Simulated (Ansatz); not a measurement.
The inner images of a band of AlH₈N₃ (12 atoms, charge 0, multiplicity 1) are given out of order.

Method: RKS PBE-D4/def2-SVP in Ansatz.

First end point:

```xyz
12
Properties=species:S:1:pos:R:3
Al 0.080 -0.027 0.677
H 0.862 -0.833 1.840
N 0.646 1.656 0.202
N -1.711 -0.335 0.403
H 1.424 -1.781 -0.983
N 0.757 -1.000 -1.037
H 1.475 2.060 0.648
H -0.033 2.417 0.094
H -2.360 0.451 0.297
H -2.196 -1.045 0.961
H 1.164 -0.242 -1.606
H -0.109 -1.320 -1.497
```

Last end point:

```xyz
12
Properties=species:S:1:pos:R:3
Al -0.307 0.490 -0.186
H 1.625 -2.647 1.210
N 0.353 2.114 0.163
N -1.882 -0.021 0.484
H 1.367 -2.167 0.659
N 0.631 -0.655 -1.203
H 1.070 2.590 -0.385
H 0.068 2.707 0.945
H -2.606 0.607 0.835
H -2.181 -0.991 0.598
H 1.620 -0.559 -1.437
H 0.242 -1.468 -1.684
```

Q: Put them in order from the first end to the last, with their energies above the first end.
A.
```xyz
12
Properties=species:S:1:pos:R:3
Al -0.190 0.264 -0.164
H 0.936 -1.491 1.434
N 0.542 1.837 0.263
N -1.752 -0.230 0.560
H 1.020 -1.535 0.658
N 0.634 -0.720 -1.424
H 1.280 2.302 -0.268
H 0.303 2.391 1.087
H -2.553 0.399 0.635
H -2.009 -1.154 0.909
H 1.587 -0.570 -1.762
H 0.201 -1.495 -1.928
```
B.
```xyz
12
Properties=species:S:1:pos:R:3
Al -0.042 0.065 0.518
H 0.723 -1.017 1.483
N 0.479 1.792 0.254
N -1.817 -0.304 0.499
H 1.223 -1.642 -0.467
N 0.823 -0.927 -1.097
H 1.363 2.075 -0.177
H 0.255 2.488 0.972
H -2.552 0.357 0.239
H -2.200 -0.984 1.162
H 1.583 -0.511 -1.652
H 0.160 -1.391 -1.733
```
C.
```xyz
12
Properties=species:S:1:pos:R:3
Al -0.102 0.127 0.181
H 0.782 -1.219 1.134
N 0.537 1.799 0.297
N -1.816 -0.283 0.527
H 0.981 -1.373 0.142
N 0.794 -0.897 -1.175
H 1.340 2.157 -0.223
H 0.304 2.447 1.053
H -2.589 0.370 0.377
H -2.119 -1.035 1.147
H 1.637 -0.581 -1.669
H 0.250 -1.512 -1.792
```
D.
```xyz
12
Properties=species:S:1:pos:R:3
Al 0.044 0.007 0.651
H 0.766 -0.900 1.785
N 0.525 1.722 0.207
N -1.730 -0.376 0.433
H 1.393 -1.762 -0.833
N 0.806 -0.943 -1.038
H 1.512 1.990 0.129
H 0.055 2.496 0.689
H -2.391 0.300 0.039
H -2.231 -0.935 1.131
H 1.305 -0.325 -1.693
H -0.055 -1.275 -1.499
```
E.
```xyz
12
Properties=species:S:1:pos:R:3
Al -0.259 0.401 -0.221
H 1.313 -2.087 1.470
N 0.450 1.983 0.212
N -1.805 -0.138 0.493
H 1.185 -1.828 0.750
N 0.600 -0.669 -1.377
H 1.155 2.484 -0.331
H 0.220 2.514 1.053
H -2.521 0.477 0.882
H -2.093 -1.112 0.595
H 1.580 -0.574 -1.650
H 0.176 -1.452 -1.876
```

A: D (0.00 eV), B (+0.17 eV), C (+1.06 eV), A (+0.53 eV), E (+0.45 eV).

Time of the run: 73 s on 2 threads of Intel(R) Xeon(R) Platinum 8375C CPU @ 2.90GHz (Ice Lake), with other jobs on the host, peak memory 0.2 GiB.
